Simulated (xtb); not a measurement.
C₂H₈N₂Si₂, SMILES N[Si@H]1[SiH2]C(=N1)C. All values are semi-empirical tight-binding results from xtb (GFN2-xTB unless named), good for trends rather than for accurate numbers. The structure is a stationary point at GFN2-xTB. The structure was generated by enumeration; whether it is a known compound was not checked. One conformer was computed; it need not be the lowest.

Optimised geometry:

```xyz
14

C      2.6101    -0.7171     0.3437
C      1.2150    -0.2904     0.0630
N      0.3459    -1.1036    -0.4162
Si    -1.1390    -0.1297    -0.5924
N     -2.5043    -0.5728     0.3719
Si     0.3504     1.4221     0.3071
H      2.8365    -0.5499     1.3964
H      3.2964    -0.1056    -0.2416
H      2.7578    -1.7672     0.0989
H     -1.6080    -0.1482    -1.9745
H     -3.1526    -1.2377    -0.0188
H     -2.3402    -0.8031     1.3393
H      0.3922     1.8166     1.7212
H      1.0169     2.4815    -0.4578
```

```yaml
orbital_gap: 2.25 eV
dipole_moment: 1.56 D
zero_point_energy: 60.7 kcal/mol
G − E(el) at 298.15 K (modified RRHO): 39.6 kcal/mol
static polarisability (D4 model): 92.3 bohr³
solvation energy, GFN2-xTB/ALPB(water): -3.7 kcal/mol
solvation energy, GFN2-xTB/ALPB(chcl3): -5.8 kcal/mol
```

Computed atomic charges and the Wiberg bond orders between heavy atoms:
charges (e) C1 -0.11, C2 -0.01, N3 -0.39, Si4 0.46, N5 -0.42, Si6 0.35, H7 0.04, H8 0.04, H9 0.05, H10 -0.09, H11 0.15, H12 0.15, H13 -0.10, H14 -0.11. Bond orders C1–C2 1.05, C2–N3 1.88, N3–Si4 0.99, Si4–N5 1.10, C2–Si6 0.86, Si4–Si6 0.79.
